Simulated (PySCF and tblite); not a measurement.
Results of a calculation; reference values are marked as such.
C₅H₁₁FSeSi, numbered as in [CH3:1][C@@H:2]1[Se:3][CH2:4][CH2:5][C@:6]1([F:7])[SiH3:8].

Conformers came from 60 starts (ETKDG and KDG, UFF, GFN2-xTB); geometries are GFN2-xTB. Energies: PBE0-D3(BJ)/pcSseg-1 (IEF-PCM, tetrahydrofuran), with GFN2-xTB thermal terms (modes under about 100 cm⁻¹ blended into free rotors). Symmetry numbers and mirror images are counted. Conformers within 2.5 kcal/mol (GFN2-xTB free energy) were kept, 5 at most. GIAO shieldings: PBE0/pcSseg-1 (IEF-PCM, tetrahydrofuran). Shifts are against TMS (¹H), TMS (¹³C), CFCl3 (¹⁹F), TMS (²⁹Si), Me2Se (⁷⁷Se) at the same level; of two unlike H on one atom, a is the less shielded. Programs: PySCF with density fitting and tblite.

(1) What shifts does this protocol give at 298.15 K under fast conformational exchange?

(2) How do the conformers differ?

(3) Which signal moves most, for its nucleus, between 250 and 350 K through the change of populations alone?

Spin–orbit effects of the heavy atoms on shieldings are missing. Unscaled ¹⁹F and ²⁹Si shifts at such levels can be off by tens of ppm; differences between conformers or isomers are more reliable. Shifts are unscaled: against experiment ¹³C can be off by 15 ppm or more and ¹H by 0.8 ppm.

Answers

(1) ¹H: 4.20 (H2, 1H), 4.01 (H8, 3H), 3.51 (H4a, 1H), 3.15 (H4b, 1H), 2.69 (H5a, 1H), 2.10 (H5b, 1H), 1.38 (H1, 3H) ppm. ¹³C: 107.5 (C6), 62.8 (C2), 44.9 (C5), 35.2 (C4), 26.3 (C1) ppm. ¹⁹F: -193.4 (F7) ppm. ²⁹Si: -67.0 (Si8) ppm. ⁷⁷Se: 339.6 (Se3) ppm.

(2) The 5-ring runs over atoms 2–3–4–5–6.
```json
{"conformer": "1", "shape": "5-ring between envelope and twist (ring torsions 18, -42, 52, -35, 9°)", "weight %": "97.5"}
{"conformer": "2", "shape": "5-ring between envelope and twist (ring torsions -11, 39, -57, 45, -19°)", "weight %": "2.5"}
```

```csv
signal,1,2,average
H1,1.37,1.59,1.38
H2,4.21,4.06,4.20
H4a,3.53,2.95,3.51
H4b,3.16,2.88,3.15
H5a,2.69,2.58,2.69
H5b,2.09,2.54,2.10
H8,4.01,4.06,4.01
C1,26.5,19.8,26.3
C2,63.0,54.7,62.8
C4,35.4,27.2,35.2
C5,44.9,46.6,44.9
C6,107.6,105.4,107.5
F7,-193.2,-201.6,-193.4
Si8,-66.9,-70.8,-67.0
Se3,341.9,246.8,339.6
```

(3) Se3: 340.7 ppm at 250 K, 339.6 ppm at 298.15 K, 338.1 ppm at 350 K.
